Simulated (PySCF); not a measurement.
Compound: C₆H₆F₂.
Structure used (PBE0-D3(BJ)/def2-SVP), in Å, numbered top down from 1:
```
atom  x, y, z in Å
C1    -2.9523   -0.1554   -0.1346
C2    -1.6273   -0.0269   -0.2821
F3    -1.1439    0.2786   -1.4954
C4    -0.6475   -0.1928    0.7724
C5     0.7010   -0.0999    0.7037
C6     1.5233    0.1916   -0.4495
C7     2.8613    0.2403   -0.4009
F8     3.5460    0.0213    0.7162
H9    -3.3714   -0.4029    0.8400
H10   -3.6208   -0.0146   -0.9845
H11   -1.0897   -0.4270    1.7440
H12    1.2489   -0.2689    1.6354
H13    1.0594    0.3827   -1.4163
H14    3.5074    0.4574   -1.2557
```

Computed with PBE0-D3(BJ)/def2-SVP geometry optimisation, gas phase in PySCF.

Masses are those of the commonest isotopes; rigid-rotor values at the optimised geometry. The values belong to one conformer with, in the numbering `[CH2:1]=[C:2]([F:3])/[CH:4]=[CH:5]\[CH:6]=[CH:7]/[F:8]`, C1–C2–C4–C5 179°, C4–C5–C6–C7 -179°.

(1) What are A, B and C (MHz)?

(2) What kind of rotor is it?

(3) What does the inertial defect say?

(4) Where do the levels up to J = 3 lie, in MHz?

(5) Which types of transition are allowed, and where do some lines up to J = 5 fall?

## Answers

(1) Ia = 75.03, Ib = 572.93, Ic = 647.92 u·Å²; 505379 MHz·u·Å²/I gives A = 6735, B = 882.1, C = 780.0 MHz.

(2) A near-prolate asymmetric top. Ray's parameter κ = (2B − A − C)/(A − C) = -0.966; −1 is the prolate and +1 the oblate limit.

(3) Not planar: Δ = Ic − Ia − Ib = -0.04 u·Å². For a rigid frame Δ = −2 Σ m c², so Σ m c² = 0.02 u·Å² lies off the ab plane: 0.00 from hydrogen and 0.02 from heavier atoms. The atom farthest from that plane is 0.04 Å away.

(4) Above 0(0,0):
J = 1: 1(0,1) 1662, 1(1,1) 7515, 1(1,0) 7617
J = 2: 2(0,2) 4985, 2(1,2) 10737, 2(1,1) 11044, 2(2,1) 28603, 2(2,0) 28604
J = 3: 3(0,3) 9966, 3(1,3) 15570, 3(1,2) 16182, 3(2,2) 33589, 3(2,1) 33596, 3(3,1) 63111, 3(3,0) 63111
Those of J = 1 are B + C, A + C and A + B.

(5) The dipole components are |μa| = 0.31 D, |μb| = 0.14 D, |μc| = 0.01 D. The squared components, which scale the intensities, stand as 1.00 : 0.21 : 0.00 (a : b : c). Some lines, for components of 0.1 D or more:

```tsv
type	branch	J(Ka,Kc)	MHz	lower level (cm⁻¹)
a	Q	5(1,4) ← 5(1,5)	1531	1.003
a	R	2(0,2) ← 1(0,1)	3323	0.055
a	R	3(2,2) ← 2(2,1)	4986	0.954
a	R	3(1,2) ← 2(1,1)	5139	0.368
b	Q	2(1,1) ← 2(0,2)	6059	0.166
a	R	4(1,4) ← 3(1,3)	6442	0.519
b	Q	5(1,4) ← 5(0,5)	6707	0.830
b	R	1(1,1) ← 0(0,0)	7515	0.000
a	R	5(0,5) ← 4(0,4)	8284	0.554
a	R	5(2,4) ← 4(2,3)	8308	1.342
b	Q	2(2,1) ← 2(1,2)	17866	0.358
b	Q	4(2,3) ← 4(1,4)	18226	0.734
b	R	5(2,3) ← 4(1,4)	26579	0.734
b	Q	5(3,2) ← 5(2,3)	29487	1.621
b	Q	4(3,1) ← 4(2,2)	29506	1.343
b	Q	3(3,1) ← 3(2,2)	29522	1.120
b	Q	5(3,3) ← 5(2,4)	29533	1.619
b	R	4(4,1) ← 3(3,0)	47978	2.105
b	R	5(4,2) ← 4(3,1)	49640	2.327
b	Q	5(5,0) ← 5(4,1)	53135	3.983
b	R	5(5,0) ← 4(4,1)	61449	3.706
```

No PBE0-D3(BJ)/def2-SVP frequencies stand behind this structure, so it isn't proved a minimum. Constants of a rigid frame at the computed geometry: no zero-point averaging, no centrifugal distortion.
